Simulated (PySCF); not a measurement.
The free ion Cr+ in its d5 configuration. Only this configuration is treated; at so low a charge one with s electrons may lie lower or mix in.

Method (PySCF 2.14, density fitting): CASSCF(5,5) with orbitals averaged over all microstates of the shell, strongly contracted NEVPT2 on the averaged canonical orbitals; basis x2c-TZVPall; spin-free X2C; gas phase; spin-orbit coupling by state interaction with the mean-field operator over all roots.

CASSCF energies above the lowest CASSCF root:

```json
{"state": "6S", "CASSCF / cm⁻¹": "0"}
{"state": "4G", "CASSCF / cm⁻¹": "25514"}
{"state": "4P", "CASSCF / cm⁻¹": "29389"}
{"state": "4D", "CASSCF / cm⁻¹": "31844"}
{"state": "2I", "CASSCF / cm⁻¹": "36300"}
{"state": "2D", "CASSCF / cm⁻¹": "41282"}
{"state": "2F", "CASSCF / cm⁻¹": "41984"}
{"state": "4F", "CASSCF / cm⁻¹": "42954"}
{"state": "2H", "CASSCF / cm⁻¹": "44697"}
{"state": "2G", "CASSCF / cm⁻¹": "46248"}
{"state": "2F", "CASSCF / cm⁻¹": "49865"}
{"state": "2S", "CASSCF / cm⁻¹": "55291"}
{"state": "2D", "CASSCF / cm⁻¹": "60975"}
{"state": "2G", "CASSCF / cm⁻¹": "67305"}
{"state": "2P", "CASSCF / cm⁻¹": "82679"}
{"state": "2D", "CASSCF / cm⁻¹": "89065"}
```

Question: How does dynamic correlation (SC-NEVPT2) move these states?

Answer: 
```
state  NEVPT2 / cm⁻¹  shift / cm⁻¹
   6S              0             0
   4G          23027         -2487
   4P          25140         -4248
   4D          27689         -4155
   2I          33479         -2822
   2D          35608         -5674
   2F          36498         -5486
   4F          37302         -5652
   2H          39803         -4894
   2G          40829         -5419
   2F          43470         -6395
   2S          47532         -7759
   2D          52455         -8520
   2G          58536         -8769
   2P          70602        -12076
   2D          76020        -13045
```

In the ligand-field fit B goes from 904 to 746 cm⁻¹, C goes from 3294 to 2975 cm⁻¹.
